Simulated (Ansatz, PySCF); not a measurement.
Energy difference R1 + 2 R2 → P1 + P2, each structure at its B3LYP-D3(BJ)/def2-TZVP stationary point, reached from a drawn start (curvature not checked).
P1, GaH3O3 (SMILES [OH][Ga]([OH])[OH]) (charge 0, multiplicity 1, Z-matrix in Å and degrees):
```
Ga
O 1 1.7845
H 2 0.9629 1 113.34
O 1 1.7845 2 120.01 3 0.01
H 4 0.9629 1 113.34 2 -179.99
O 1 1.7845 2 120.00 3 -179.99
H 6 0.9629 1 113.34 2 0.01
```
R1: GaHO (SMILES [OH][Ga]), charge 0, multiplicity 1.
P2: H2 (SMILES [H][H]), charge 0, multiplicity 1.
R2: H2O (SMILES O), charge 0, multiplicity 1.

| level | reaction energy (kcal/mol) | minus CCSD(T)/CBS(cc-pVTZ, cc-pVQZ) |
|---|---|---|
| HF/cc-pVTZ | -21.44 | 7.45 |
| PBE/def2-TZVPP | -18.79 | 10.10 |
| BLYP/def2-TZVPP | -14.24 | 14.65 |
| BLYP-D4/def2-TZVPP | -17.51 | 11.38 |
| revPBE-D4/def2-TZVPP | -19.70 | 9.20 |
| r2SCAN-D3(BJ)/def2-TZVPP | -27.33 | 1.56 |
| B3LYP-D3(BJ)/def2-TZVPP | -18.29 | 10.61 |
| BHLYP/def2-TZVPP | -19.68 | 9.21 |
| wB97X-V/def2-TZVPP | -26.07 | 2.83 |
| wB97M-V/def2-TZVPP | -21.12 | 7.78 |
| MP2/cc-pVTZ | -34.48 | -5.58 |
| SCS-MP2/cc-pVDZ | -30.43 | -1.53 |
| SCS-MP2/cc-pVQZ | -31.59 | -2.69 |
| CCSD(T)/CBS(cc-pVTZ, cc-pVQZ) | -28.90 | 0.00 |

 The comparison column counts from a level with limits of its own.

P less R. No zero-point or thermal terms; no spin–orbit coupling. One arrangement of each flexible species, with no search for the lowest.

Frozen-core correlation throughout. In cc and def2 sets filled d and f shells under p-block atoms count as core. CBS: X⁻³ extrapolation of the correlation energy, Hartree–Fock from the larger set.

The values were computed with Ansatz (Gaussian orbitals); PySCF for the D3/D4 terms. No computed number here is a measurement.

Ansatz is a program for electronic structure.
